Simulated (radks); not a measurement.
Isoelectronic series with 14 electrons, all held in the configuration [Ne] 3s2 3p2, which need not be the ground one along the series. Calculated with a radial shooting solver on a logarithmic mesh with Libxc functionals: Dirac Kohn-Sham, PBEsol, spin-unpolarised, spherical densities, point nucleus; open shells fill j = l - 1/2 first. Total energies (hartree) and mean radii <r> (bohr) (* marks an orbital that is empty in some or all of the ions):

\begin{tabular}{lrrrrr}
ion & E (hartree) & 3p3/2* & 3p1/2 & 3s1/2 & 2p3/2 \\ \hline
Si & -289.30053 & 2.795 & 2.786 & 2.166 & 0.5388 \\
P+ & -340.96086 & 2.138 & 2.131 & 1.822 & 0.4861 \\
S2+ & -397.16387 & 1.767 & 1.762 & 1.578 & 0.4428 \\
Cl3+ & -457.90368 & 1.519 & 1.514 & 1.396 & 0.4066 \\
Ar4+ & -523.18158 & 1.337 & 1.332 & 1.255 & 0.3759 \\
K5+ & -593.00265 & 1.197 & 1.192 & 1.140 & 0.3495 \\
Ca6+ & -667.37434 & 1.085 & 1.080 & 1.046 & 0.3265 \\
Sc7+ & -746.30585 & 0.9933 & 0.9885 & 0.9664 & 0.3064 \\
Ti8+ & -829.80776 & 0.9164 & 0.9117 & 0.8985 & 0.2886 \\
V9+ & -917.89179 & 0.8510 & 0.8463 & 0.8397 & 0.2728 \\
Cr10+ & -1010.57073 & 0.7946 & 0.7898 & 0.7882 & 0.2586 \\
Mn11+ & -1107.85835 & 0.7454 & 0.7405 & 0.7428 & 0.2458 \\
Fe12+ & -1209.76933 & 0.7021 & 0.6971 & 0.7024 & 0.2342 \\
Co13+ & -1316.31926 & 0.6636 & 0.6586 & 0.6662 & 0.2236 \\
Ni14+ & -1427.52460 & 0.6292 & 0.6241 & 0.6335 & 0.2140 \\
Cu15+ & -1543.40272 & 0.5982 & 0.5930 & 0.6038 & 0.2051 \\
Zn16+ & -1663.97183 & 0.5702 & 0.5649 & 0.5768 & 0.1970 \\
Ga17+ & -1789.25107 & 0.5447 & 0.5393 & 0.5521 & 0.1894 \\
Ge18+ & -1919.26044 & 0.5214 & 0.5159 & 0.5294 & 0.1825 \\
As19+ & -2054.02086 & 0.5000 & 0.4944 & 0.5085 & 0.1760 \\
Se20+ & -2193.55418 & 0.4803 & 0.4746 & 0.4891 & 0.1699 \\
Br21+ & -2337.88318 & 0.4621 & 0.4563 & 0.4711 & 0.1643 \\
\end{tabular}
